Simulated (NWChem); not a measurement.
Species: C2H6BClS; SMILES S(C)B(Cl)C

```xyz
11

B      0.3074     0.3964     0.0000
Cl    -0.4023     2.0287     0.0000
C      1.8652     0.1897     0.0000
H      2.1855    -0.3983     0.8870
H      2.4197     1.1470     0.0000
H      2.1855    -0.3983    -0.8870
S     -0.9022    -0.9358     0.0000
C      0.1307    -2.4473     0.0000
H      0.7665    -2.4961    -0.9042
H     -0.5616    -3.3095     0.0000
H      0.7665    -2.4961     0.9042
```
Atoms are numbered in this order, from 1.

Computed with NWChem. Structure relaxed at the PBE-D3(BJ)/def2-SVP level. Total energies compare along this basis series because the functional is fixed.

```json
[
 {"level": "PBE/pcseg-1", "basis functions": "108", "energy (Ha)": "-962.5803", "highest occupied level (eV)": "-6.40", "orbital gap (eV)": "4.68", "dipole (D)": "3.11", "relative time": "4"},
 {"level": "PBE/aug-pcseg-1", "basis functions": "177", "energy (Ha)": "-962.5876", "highest occupied level (eV)": "-6.37", "orbital gap (eV)": "4.64", "dipole (D)": "2.92", "relative time": "9"},
 {"level": "PBE/pcseg-2", "basis functions": "242", "energy (Ha)": "-962.7159", "highest occupied level (eV)": "-6.34", "orbital gap (eV)": "4.64", "dipole (D)": "2.91", "relative time": "20"},
 {"level": "PBE/STO-3G", "basis functions": "39", "energy (Ha)": "-951.9525", "highest occupied level (eV)": "-3.78", "orbital gap (eV)": "5.03", "dipole (D)": "3.18", "relative time": "1"},
 {"level": "PBE/def2-SVP", "basis functions": "108", "energy (Ha)": "-962.2837", "highest occupied level (eV)": "-6.15", "orbital gap (eV)": "4.75", "dipole (D)": "2.67", "relative time": "3"}
]
```

The last column is a rough cost ratio, cheapest run = 1.
